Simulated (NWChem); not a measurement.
System: BeSiH4; SMILES [BeH][SiH3]

The following NWChem deck was run.

```
start job
memory heap 200 mb stack 900 mb global 1100 mb
geometry units angstroms noautosym nocenter noautoz
  Be    -0.000220    -1.663468     0.006161
  H     -0.001417    -3.003531     0.009521
  Si    -0.001816     0.529676     0.001048
  H      1.171954     1.095617    -0.743287
  H      0.052964     1.096622     1.389476
  H     -1.234669     1.089828    -0.645957
end
basis spherical
  * library 6-31g*
end
dft
  xc hfexch
  iterations 150
end
property
  shielding 4 1 2 3 4
end
task dft property
```

The geometry was optimised at PBE0/def2-SVP.

GIAO values for the isolated, static molecule; σ is the absolute isotropic shielding, δ = σ(reference) − σ with the isolated reference molecule computed at the same levels (1H: tetramethylsilane, 29Si: tetramethylsilane).

Atoms are numbered as in the input.

Give the results of this calculation. (Hartree-Fock/6-31G* (spherical d), GIAO.) Quantities: σ Be1 (ppm); δ H2 (ppm); δ Si3 (ppm); δ H4 (ppm).


```yaml
"σ Be1 (ppm)": 84.3
"δ H2 (ppm)": 4.64
"δ Si3 (ppm)": -99.3
"δ H4 (ppm)": 3.09
```
